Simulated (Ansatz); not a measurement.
Reaction (redistribution): `Cl[SiH2][SiH2][GeH3]` + `C[BH][GeH2][SiH3]` → `[SiH3][GeH2][SiH2][SiH2][GeH3]` + `CBCl`

Computed with Ansatz on PBE0-D4/def2-TZVP structures; ΔE is electronic, products minus reactants. CCSD(T)/CBS adds triple-zeta CCSD(T) − MP2 to the extrapolated MP2 energy (def2 sets, frozen cores). Functionals use def2-TZVPP. B3LYP here is the variant with VWN-RPA as its local correlation; programs differ in this. For Ge outer-core shells are correlated without core-valence functions, which leaves a few kJ/mol of doubt a bond. Scalar relativity is left out up to krypton. Each species was taken in one conformer, which may not be the lowest.

```tsv
level	ΔE (kcal/mol)
B3LYP-D4	-11.3
MP2/def2-QZVPP	-11.0
```

What does CCSD(T)/CBS give? (Estimate.)

The calculation gave: -10.6 kcal/mol. The listed levels differ from it by -0.7, -0.4 kcal/mol.

Largest T1 diagnostic among the species: 0.013.

The D4 term adds −2.1 kcal/mol with B3LYP and −1.3 kcal/mol with PBE0; it sums over pairs of atoms, weighted by their polarisabilities, and B3LYP, whose exchange is more repulsive, gets the larger term. In def2-TZVPP, CCSD(T) changes the Hartree–Fock value by −4.3 kcal/mol (the triples alone add −0.9 kcal/mol) and MP2 by −4.3 kcal/mol.
